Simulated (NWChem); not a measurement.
Species: BiH3Te2O; SMILES [OH][Bi]([TeH])[TeH]

```xyz
7

Bi    -1.0550    -0.0142     0.2254
O     -1.9016    -0.1589    -1.7207
H     -1.1802    -0.2967    -2.3691
Te     0.9392     2.1006    -0.0210
H      1.9547     1.1132    -0.9324
Te     1.0247    -2.0070    -0.0072
H     -0.1236    -3.2316    -0.1817
```
Atoms are numbered in this order, from 1.

Results from NWChem. Coordinates come from a PBE-D3(BJ)/def2-SVP optimisation. Not confirmed as a minimum by frequencies. def2 effective core potentials on Te, Bi; no spin-orbit coupling. Level M06-2X/def2-SVP: energy and gradient on several grids; changes count from the extra-fine grid, which is no exact limit either.

Question: Which is the coarsest grid (medium; xcoarse; xfine; fine; coarse) from which on the energy stays within 50 μHa and each gradient component within 100 μHa/bohr of xfine?

Answer: fine.
| grid | size of the energy change (μHa) | largest change of a gradient component (μHa/bohr) | time, medium = 1 (rough) |
|---|---|---|---|
| xcoarse | 9000 | 7000 | about 1 |
| coarse | 200 | 1000 | 0.5 |
| medium | 30 | 300 | about 1 |
| fine | < 10 | 30 | about 1 |
| xfine | < 10 | < 30 | about 1 |
